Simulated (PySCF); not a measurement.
Sn(Cl)(OMe) (CH3ClOSn), SMILES [Sn]([Cl])[O]C (connectivity only; charge and spin as stated), neutral, multiplicity 1. Atoms are numbered in the order given.

```xyz
7

Sn     0.6986    -0.2777     0.0000
Cl    -1.5314    -1.1923     0.0000
O      0.1982     1.6420     0.0000
C     -1.0493     2.2713     0.0000
H     -1.8910     1.5558     0.0000
H     -1.1479     2.9186    -0.8901
H     -1.1479     2.9186     0.8901
```

Coordinates come from a PBE0-D3(BJ)/def2-SVP optimisation. The def2 effective core potentials stand for the cores of Sn; spin–orbit coupling is left out. Other conformers were not sampled.

Method: PBE0/def2-TZVP (PySCF).

Computed frontier levels, gap, dipole moment and polarisability:
```json
{
  "highest_occupied_level": "-7.87 eV",
  "lowest_empty_level": "-2.57 eV",
  "orbital_gap": "5.30 eV",
  "dipole_moment": "2.07 D",
  "quadrupole, principal values (traceless, Buckingham form, about the centre of nuclear charge)": "-10.11, 4.72, 5.39 D·Å",
  "mean_static_polarisability": "68.0 bohr³ (10.08 Å³)",
  "polarisability_principal_values": "50.3, 75.7, 77.9 bohr³"
}
```
